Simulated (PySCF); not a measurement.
**Two-component Hartree-Fock for Mg (magnesium, neutral)**

Start: [Ne] 3s2. Calculated with PySCF 2.14 in x2c-TZVPPall-2c (5s5p3d, 35 functions): generalised Hartree-Fock with the X2C-1e Hamiltonian and a Gaussian nucleus; one run each with spin-orbit coupling (SO) switched off, then screened by Boettger's factors.

```json
{"spinor shell": "1s1/2", "electrons": "2", "ε, spin-free (eV)": "-1336.5", "ε, screened SO (eV)": "-1336.5", "weight of nominal j (screened SO)": "1.000", "rms radius, screened SO (bohr)": "0.151"}
{"spinor shell": "2s1/2", "electrons": "2", "ε, spin-free (eV)": "-102.85", "ε, screened SO (eV)": "-102.85", "weight of nominal j (screened SO)": "1.000", "rms radius, screened SO (bohr)": "0.754"}
{"spinor shell": "2p1/2", "electrons": "2", "ε, spin-free (eV)": "-62.043", "ε, screened SO (eV)": "-62.258", "weight of nominal j (screened SO)": "1.000", "rms radius, screened SO (bohr)": "0.772"}
{"spinor shell": "3s1/2", "electrons": "2", "ε, spin-free (eV)": "-6.894", "ε, screened SO (eV)": "-6.894", "weight of nominal j (screened SO)": "1.000", "rms radius, screened SO (bohr)": "3.52"}
```

Question: Where does 2p3/2 lie, and what is the 2p spin-orbit splitting (screened SO)?

Answer: At -61.936 eV, 0.322 eV above 2p1/2.

```json
{"quantity": "E (hartree)", "spin-free": "-199.91296", "screened SO": "-199.91303"}
{"quantity": "M_J", "spin-free": "0", "screened SO": "0"}
{"quantity": "⟨J²⟩", "spin-free": "0.000", "screened SO": "0.000"}
{"quantity": "⟨L²⟩", "spin-free": "0.000", "screened SO": "0.000"}
{"quantity": "⟨S²⟩", "spin-free": "0.000", "screened SO": "0.000"}
```

Without spin-orbit coupling the j labels of p, d and f shells carry no meaning; the spin-free column gives the mean over the occupied spinors of each nl shell.
